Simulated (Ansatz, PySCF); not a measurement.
PySCF was given this input:
```python
from pyscf import gto, scf, mp

mol = gto.Mole()
mol.atom = '''
    C    -1.286328    0.059186    0.015179
    C     0.000599    0.009603    0.008092
    C     1.285729   -0.068790   -0.023272
'''
mol.basis = 'def2-svp'
mol.charge = 0
mol.spin = 0
mol.verbose = 4
mol.build()

mf = scf.RHF(mol)
mf.kernel()

pt = mp.MP2(mf, frozen=3)
pt.kernel()
print('E(MP2) = %.10f' % pt.e_tot)
```

### Question
Convert this to an input for Ansatz (an electronic-structure program).

### Answer
Several could match; the one computed here: 
Ansatz 0.2 input:
```yaml
crystal:
  periodic: [false, false, false]
  atoms:
    - {symbol: C, position_ang: [-1.28632769, 0.05918624, 0.01517944]}
    - {symbol: C, position_ang: [0.00059880, 0.00960336, 0.00809238]}
    - {symbol: C, position_ang: [1.28572888, -0.06878959, -0.02327182]}
basis:
  gaussian:
    orbitals: def2-SVP
magnetization: {spin_polarized: false}
correlation: {method: mp2, electrons: outside_noble_gas}
accuracy: high
```

Both were run: PySCF gave -113.588743 Eh and Ansatz -113.588743 Eh, 0.000 mEh apart.
